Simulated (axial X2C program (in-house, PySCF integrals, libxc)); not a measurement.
Spectroscopic constants of RuB

Calculated with an axial X2C code built on PySCF integrals. Spin-free means the one-electron spin-free X2C Hamiltonian; two-component (2c) means X2C with spin–orbit coupling and atomic mean-field two-electron Coulomb and Gaunt terms, so the difference of the two also holds small scalar two-electron terms. Basis: Ru dyall-cv3z [12s12p8d5f3g], B dyall-v3z [7s6p2d1f] (cores contracted in-house); Gaussian nuclei, density fitting, unrestricted open shells. Masses: Ru 101.904 u, B 11.009 u.

State, spin-free: M_S = 1/2, Λ = 2 (beyond evenly filled blocks: δ+α, δ+β, δ-α); electrons by block: σα: 11, σβ: 11, π+α: 5, π+β: 5, π-α: 5, π-β: 5, δ+α: 2, δ+β: 2, δ-α: 2, δ-β: 1. Fragments: Ru + B.

State, 2c: Ω = 5/2 (⟨Sz⟩ = 0.50, ⟨Lz⟩ = 2.00 at PBE0); electrons by block: 1/2: 16, -1/2: 16, 3/2: 7, -3/2: 7, 5/2: 2, -5/2: 1. Fragments: Ru + B.

```json
{"Hamiltonian": "spin-free", "level": "PBE0", "Re (Å)": "1.692", "ωe (cm⁻¹)": "952.3", "ωexe (cm⁻¹)": "5.72", "αe (cm⁻¹)": "0.00436", "De (eV)": "4.57", "D0 (eV)": "4.52", "μ (D)": "-3.60"}
{"Hamiltonian": "spin-free", "level": "PBEsol", "Re (Å)": "1.704", "ωe (cm⁻¹)": "947.2", "ωexe (cm⁻¹)": "4.52", "αe (cm⁻¹)": "0.00387", "De (eV)": "5.78", "D0 (eV)": "5.72", "μ (D)": "-3.37"}
{"Hamiltonian": "spin-free", "level": "B97-3", "Re (Å)": "1.688", "ωe (cm⁻¹)": "966.5", "ωexe (cm⁻¹)": "5.61", "αe (cm⁻¹)": "0.00421", "De (eV)": "4.68", "D0 (eV)": "4.62", "μ (D)": "-3.69"}
{"Hamiltonian": "spin-free", "level": "PBE", "Re (Å)": "1.714", "ωe (cm⁻¹)": "927.1", "ωexe (cm⁻¹)": "4.58", "αe (cm⁻¹)": "0.00394", "De (eV)": "5.34", "D0 (eV)": "5.28", "μ (D)": "-3.42"}
{"Hamiltonian": "2c", "level": "PBE0", "Re (Å)": "1.692", "ωe (cm⁻¹)": "951.8", "ωexe (cm⁻¹)": "5.73", "αe (cm⁻¹)": "0.00438", "De (eV)": "n/a", "D0 (eV)": "n/a", "μ (D)": "-3.61"}
{"Hamiltonian": "2c", "level": "PBEsol", "Re (Å)": "1.704", "ωe (cm⁻¹)": "946.8", "ωexe (cm⁻¹)": "4.52", "αe (cm⁻¹)": "0.00389", "De (eV)": "n/a", "D0 (eV)": "n/a", "μ (D)": "-3.38"}
{"Hamiltonian": "2c", "level": "B97-3", "Re (Å)": "1.687", "ωe (cm⁻¹)": "966.3", "ωexe (cm⁻¹)": "5.63", "αe (cm⁻¹)": "0.00422", "De (eV)": "n/a", "D0 (eV)": "n/a", "μ (D)": "-3.69"}
{"Hamiltonian": "2c", "level": "PBE", "Re (Å)": "1.713", "ωe (cm⁻¹)": "926.7", "ωexe (cm⁻¹)": "4.58", "αe (cm⁻¹)": "0.00395", "De (eV)": "n/a", "D0 (eV)": "n/a", "μ (D)": "-3.43"}
```

Dipoles are positive if B is the positive end.

The state is a single determinant with fixed occupations, the lowest that a limited PBE0 search found. De is counted from the lowest determinant-based energies of the atoms at the same level, without counterpoise correction. De is not given where an atomic determinant may have missed its ground term or J level, or where the truncated virtual space spoils (T). Density functionals use the spin component along the axis (collinear). Other states lie close and PBE0, whose exact exchange favours high spin, may order them wrongly; the determinant shown need not be the ground state. The nearest other spin-free determinant of the search, M_S = 3/2, Λ = 0, lies 0.39 eV up at the distance of the search. The functionals have no current-density term, which raises determinants with orbital currents, atoms included. At some level and bond length an empty orbital lies below a filled one. The determinant is spin-polarised beyond a pure state at some levels (its spin-free form has ⟨S²⟩ too high), which makes Re and μ there less reliable.

No reliable constants came from CCSD (2c), CCSD (spin-free), CCSD(T) (2c), CCSD(T) (spin-free), HF (2c), HF (spin-free), MP2 (2c), MP2 (spin-free): no minimum in range, unconverged points, a curve that is not smooth, a change of character along it, or the two Hamiltonians disagreeing along it.

Rough cost a point (2c) on 2 thread(s) of a shared host, integrals apart: PBE0 0.6 s, PBEsol 0.4 s, B97-3 0.6 s, PBE 0.4 s.

The whole task took 5.7 min on 2 threads of Arm Neoverse V2, with other jobs on the host.
